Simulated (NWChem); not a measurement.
Species: C2H7AlO; SMILES C[CH2][AlH][OH]

```xyz
11

Al    -0.6003    -0.8048     0.0006
H     -1.9131    -1.7129     0.0025
C     -0.6381     1.1599    -0.0013
C      0.7227     1.8828     0.0009
H     -1.2359     1.4822     0.8660
H     -1.2317     1.4797    -0.8726
H      1.3224     1.6165    -0.8767
H      1.3177     1.6200     0.8827
H      0.6032     2.9744    -0.0016
O      0.9316    -1.5877    -0.0006
H      0.9812    -2.5519    -0.0004
```
Atoms are numbered in this order, from 1.

Program: NWChem. Pople sets run with spherical d functions. Medium grid unless said otherwise, to which SCAN and Minnesota functionals are sensitive. Structure relaxed at the B3LYP/6-31G* (spherical d) level. Hybrids' shares of exact exchange are those that their runs print; pure functionals count as 0. The functionals differ in more than this share.

```csv
row,share of exact exchange,orbital gap (eV)
PBE/6-31G*,0.00,5.03
HCTH/407/6-31G*,0.00,5.14
TPSSh/6-31G*,0.10,withheld
B3LYP/6-31G*,0.20,6.65
B3PW91/6-31G*,0.20,6.78
r2SCAN0/6-31G*,0.25,7.49
Hartree-Fock/6-31G*,1.00,12.77
```

**Question.** Fit a straight line of the last column on the one before it, predict the withheld value, and compare with the run.

**Answer.** 
1. Means of the 6 shown rows: x = 0.275, y = 7.310. Slope Σ(x − x̄)(y − ȳ)/Σ(x − x̄)² = 5.267/0.6888 = 7.647; intercept 5.207.
2. The shown rows scatter about the line by 0.178 (root mean square); the largest residual is +0.37, at r2SCAN0/6-31G*.
3. At x = 0.10 (TPSSh/6-31G*; inside the shown range) the line gives 5.97.
4. The run gives 6.16, +0.19 from the line, 1.1 times the scatter.
